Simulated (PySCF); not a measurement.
# Correlation energy of Ir²⁺ (iridium, charge +2)

[Xe] 4f14 5d7, high-spin 4F determinant. All numbers are calculated (PySCF 2.14, scalar relativity by spin-free X2C-1e, in x2c-TZVPPall (11s7p7d3f1g, 97 functions)). Frozen: [Xe] 4f14; 7 electrons correlated.

```json
{"level": "CCSD", "correlation energy (mhartree)": "-139.53"}
{"level": "(T)", "correlation energy (mhartree)": "-3.78"}
{"level": "CCSD(T)", "correlation energy (mhartree)": "-143.31"}
```

Diagnostics: T1 = 0.0029, D1 = 0.0048, largest double amplitude 0.044.

Spin-orbit coupling, absent here, splits the open shell strongly.

Cost of the coupled-cluster step: about 28 core-seconds, for 7 correlated electrons.

Iterations:

```
CC2 = 0
CCSD nocc = (np.int64(5), np.int64(2)), nmo = (63, 63)
frozen orbitals [[0, 1, 2, 3, 4, 5, 6, 7, 8, 9, 10, 11, 12, 13, 14, 15, 16, 17, 18, 19, 20, 21, 22, 23, 24, 25, 26, 27, 28, 29, 30, 31, 32, 33], [0, 1, 2, 3, 4, 5, 6, 7, 8, 9, 10, 11, 12, 13, 14, 15, 16, 17, 18, 19, 20, 21, 22, 23, 24, 25, 26, 27, 28, 29, 30, 31, 32, 33]]
max_cycle = 100
direct = 0
conv_tol = 1e-08
conv_tol_normt = 1e-06
diis_space = 8
diis_start_cycle = 0
Init t2, MP2 energy = -0.133649337156577
Init E_corr(UCCSD) = -0.133649337157435
cycle = 1  E_corr(UCCSD) = -0.137745441290945  dE = -0.00409610413  norm(t1,t2) = 0.0217599
cycle = 2  E_corr(UCCSD) = -0.138544400638387  dE = -0.000798959347  norm(t1,t2) = 0.0122088
cycle = 3  E_corr(UCCSD) = -0.13942300746405  dE = -0.000878606826  norm(t1,t2) = 0.00864978
cycle = 4  E_corr(UCCSD) = -0.139499465220063  dE = -7.6457756e-05  norm(t1,t2) = 0.00315914
cycle = 5  E_corr(UCCSD) = -0.139524326546707  dE = -2.48613266e-05  norm(t1,t2) = 0.000830814
cycle = 6  E_corr(UCCSD) = -0.139535243806344  dE = -1.09172596e-05  norm(t1,t2) = 0.000255231
cycle = 7  E_corr(UCCSD) = -0.139533771372855  dE = 1.47243349e-06  norm(t1,t2) = 4.66989e-05
cycle = 8  E_corr(UCCSD) = -0.139533990896012  dE = -2.19523157e-07  norm(t1,t2) = 7.82369e-06
cycle = 9  E_corr(UCCSD) = -0.139534055906392  dE = -6.50103793e-08  norm(t1,t2) = 1.97588e-06
cycle = 10  E_corr(UCCSD) = -0.139534048746714  dE = 7.15967763e-09  norm(t1,t2) = 3.41563e-07
UCCSD converged
E(UCCSD) = -17823.22885185231  E_corr = -0.139534048746714
UCCSD(T) correction = -0.00377752962846596
```
